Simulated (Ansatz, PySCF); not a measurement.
Gas-phase reaction (SMILES): C[Si](C)(O)O [dihydroxy(dimethyl)silane] -> C[Si](C)([O])O + H atom; the H-O bond at the site shown breaks (other sites are not compared here).

Structures are relaxed separately at B3LYP-D3(BJ)/def2-TZVP in Ansatz (a first-principles code), one conformer each, not searched for the lowest. Correlated levels leave the core frozen unless marked. UHF or UKS for open shells. Spin-orbit coupling is left out. No relativistic terms. CBS(X,Y): correlation extrapolated as X^-3; Hartree-Fock from the larger set. Thermal terms are rigid-rotor harmonic-oscillator values from B3LYP-D3(BJ) frequencies (PySCF) at 298.15 K and 1 atm. 1 Eh = 627.5095 kcal/mol. Atoms have translation alone. Electronic entropy comes from spin alone.

```csv
species,"E, CCSD(T)/CBS(cc-pV(T+d)Z,cc-pV(Q+d)Z) (Ansatz) (Eh)","E, wB97X-V/def2-TZVPD (Ansatz) (Eh)",H - E (Eh),G - E (Eh)
C[Si](C)(O)O,-520.47250,-521.09203,0.11105,0.06958
C[Si](C)([O])O,-519.77232,-520.39880,0.09892,0.05781
H atom,-0.49995,-0.50049,0.00236,-0.01065
```

Problem. Work out ΔE and ΔH, ΔG, ΔS and the equilibrium constant at 298.15 K at the first level, then ΔH at the second.

Solution. 
1. ΔE = [(-519.77232) + (-0.49995)] - [(-520.47250)] = 0.20023 Eh = 125.6 kcal/mol at CCSD(T)/CBS(cc-pV(T+d)Z,cc-pV(Q+d)Z).
2. The terms H - E add up to -0.00977 Eh, so ΔH = (0.20023 + (-0.00977))×627.5095 = 119.5 kcal/mol.
3. The terms G - E add up to -0.02242 Eh, so ΔG = 111.6 kcal/mol, and ΔS = (-0.00977 - (-0.02242))×627509.5/298.15 = 26.6 cal/(mol K).
4. log10 K = -ΔG/(RT ln 10) = -81.8, with RT ln 10 = 1.3642 kcal/mol.
5. At wB97X-V/def2-TZVPD the same steps give ΔE = 120.9 and ΔH = 114.8 kcal/mol, a shift of -4.7 from the first level.
6. These values are not checked against measurement here, since the tables used lack a sound gas-phase enthalpy of formation for at least one species.
